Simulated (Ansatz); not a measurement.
Consider the cleavage of the Si–Al bond: `[SiH3][AlH][S][SiH3]` + `[F][AlH][SH]` → `[F][AlH][S][SiH3]` + `[AlH2][S][SiH3]`.

Calculated with Ansatz (gas phase, PBE0-D4/def2-TZVP geometries, no zero-point term in ΔE). CCSD(T)/CBS is the MP2 limit (def2-TZVPP, def2-QZVPP) plus CCSD(T) − MP2 in def2-TZVPP, frozen cores. This one scheme is used for every species. Functionals use def2-TZVPP. HSE06 is defined as in plane-wave codes. Each species was taken in one conformer, which may not be the lowest.

```tsv
level	ΔE (kJ/mol)	difference from CCSD(T)/CBS
LDA (SPW92)	-35.7	14.7
revPBE-D4	-39.0	11.4
BLYP-D4	-43.7	6.7
r2SCAN-D4	-47.2	3.2
B97M-V	-55.4	-5.0
r2SCANh-D4	-48.1	2.3
HSE06-D4	-41.6	8.8
CAM-B3LYP	-50.7	-0.3
LC-ωPBE	-48.1	2.3
HF/def2-SVP	-55.7	-5.3
MP2/def2-SVP	-50.4	0.0
CCSD(T)/def2-SVP	-40.5	9.9
SCS-MP2/def2-TZVPP	-57.0	-6.6
HF/def2-QZVPP	-62.0	-11.6
MP2/def2-QZVPP	-60.4	-10.0
MP2/CBS(def2)	-61.9	-11.5
CCSD(T)/CBS	-50.4	0
```

(1) What do rigid-rotor, harmonic-oscillator terms from PBE0-D4/def2-TZVP frequencies (298.15 K, 1 bar) make of the CCSD(T)/CBS value? (Estimate.)

Largest T1 diagnostic among the species: 0.013.

## Answers

(1) Computed: ΔZPE = -0.3 kJ/mol, ΔH = -51.2 kJ/mol, ΔS = 6 J/(mol·K), ΔG = -52.9 kJ/mol. Modes under 50 cm⁻¹ make the entropy rough.

From PBE to PBE0 (25 % exact exchange), in def2-TZVPP and without D4, ΔE moves by −5.0 kJ/mol. In def2-TZVPP, CCSD(T) changes the Hartree–Fock value by +15.0 kJ/mol (the triples alone add +1.0 kJ/mol) and MP2 by +3.5 kJ/mol. Leaving LDA and LC-ωPBE aside and taking each functional with its dispersion term where it has one, the values, not all of them listed here, spread over 18.5 kJ/mol, from B97M-V to PBE-D4.
